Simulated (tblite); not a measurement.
C6H10OS (charge +1 and doublet state).
Structure used (GFN2-xTB), in Å, numbered top down from 1:
```
atom  x, y, z in Å
O1     1.4358   -1.2071   -0.9220
C2     1.9662   -0.1598   -1.1550
C3     1.5582    1.1842   -0.5902
C4     0.8755    1.0999    0.7317
C5    -0.3502    0.6130    0.9659
C6    -1.3001    0.0666   -0.0468
C7    -2.0339   -1.1684    0.4551
S8    -0.9437   -2.5738    0.8354
H9     2.8132   -0.0906   -1.8565
H10    0.8962    1.6074   -1.3563
H11    2.4399    1.8220   -0.5327
H12    1.4594    1.4454    1.5727
H13   -0.7210    0.6224    1.9821
H14   -2.0583    0.8346   -0.2466
H15   -0.8024   -0.1527   -0.9922
H16   -2.5940   -0.9718    1.3721
H17   -2.7453   -1.5236   -0.2956
H18    0.0958   -2.1813    0.0673
```

Computed with GFN2-xTB (tblite): harmonic, unscaled wavenumbers at the GFN2-xTB geometry, gas phase. This tight-binding method is rough: wavenumbers can miss measured ones by several per cent, in bad cases by 10 to 20. Modes of hydrogen on sulfur can be 10 to 20 % off. One conformer, not necessarily the lowest. Open shells enter through the occupations alone, without spin polarisation, and single modes of such species can be off by tens of per cent.

Harmonic wavenumbers (cm⁻¹): 66.4, 83.0, 111.1, 132.7, 165.8, 223.5, 255.2, 296.0, 336.1, 434.0, 554.2, 589.1, 664.5, 731.1, 775.7, 795.9, 836.2, 868.5, 894.5, 917.1, 967.0, 996.8, 1053.5, 1059.2, 1093.8, 1130.0, 1137.8, 1235.7, 1247.3, 1256.9, 1291.3, 1308.2, 1349.6, 1386.4, 1401.7, 1419.0, 1605.5, 1757.9, 2271.8, 2822.9, 2917.9, 2920.4, 2947.7, 2978.5, 3006.6, 3018.0, 3070.2, 3087.2.

A = 2576, B = 1140, C = 905.6 MHz; mass 130.045 u (most abundant isotopes); point group C1, symmetry number 1; spin multiplicity 2.

Problem. What is the zero-point energy?

Solution. ½Σν̃ = 30735 cm⁻¹ = 87.88 kcal/mol.

Problem. Entropy at 298.15 K, 1 bar (ideal gas, RRHO, classical rotation)?

Solution. Translation 40.53, rotation 29.18, vibration 27.30, spin (R ln 2) 1.38: S = 98.4 cal/(mol K).

Problem. And Cp and H(298.15 K) − H(0)?

Solution. Cp = 36.77 cal/(mol K), of which vibrations give 28.82 (their classical limit is 48 R = 95.4); H(298.15 K) − H(0) = 6.73 kcal/mol without the zero-point energy, 4.36 from vibrations.

Problem. Which modes carry the vibrational entropy at 298.15 K?

Solution. 66.4 cm⁻¹: 4.26; 83.0 cm⁻¹: 3.82; 111.1 cm⁻¹: 3.25; 132.7 cm⁻¹: 2.91; 165.8 cm⁻¹: 2.48; 223.5 cm⁻¹: 1.93 cal/(mol K); the other 42 give 8.65 together.

Problem. Blend soft modes into free rotors: weight 1/[1 + (100 cm⁻¹/ν̃)⁴] for the oscillator and the rest for a rotor with moment μB/(μ + B), μ = h/(8π²ν), B = 10⁻⁴⁴ kg m². What vibrational entropy results?

Solution. 25.67 cal/(mol K) in place of 27.30, which changes −T·S at 298.15 K by +0.49 kcal/mol.

Problem. How do the functions run with temperature in this model?

Solution. 
| T (K) | S (cal/(mol K)) | Cp (cal/(mol K)) | H − H(0) (kcal/mol) | G − H(0) (kcal/mol) | ln q(vib) |
| --- | --- | --- | --- | --- | --- |
| 50 | 59.2 | 12.9 | 0.48 | -2.48 | 0.33 |
| 100 | 70.1 | 18.7 | 1.28 | -5.73 | 1.42 |
| 373.15 | 107.4 | 44.0 | 9.76 | -30.33 | 8.23 |
| 500 | 121.8 | 54.5 | 16.03 | -44.88 | 11.32 |
| 750 | 146.9 | 69.0 | 31.61 | -78.55 | 17.24 |
| 1000 | 168.1 | 78.5 | 50.13 | -118.00 | 22.77 |

q(vib) and H(0) count from the zero-point level.

Hindered rotation and anharmonicity are outside this model. Other conformers, if any are populated, would add a mixing term that is left out. The structure is chiral; the term R ln 2 for an equal mix with its mirror image is left out.
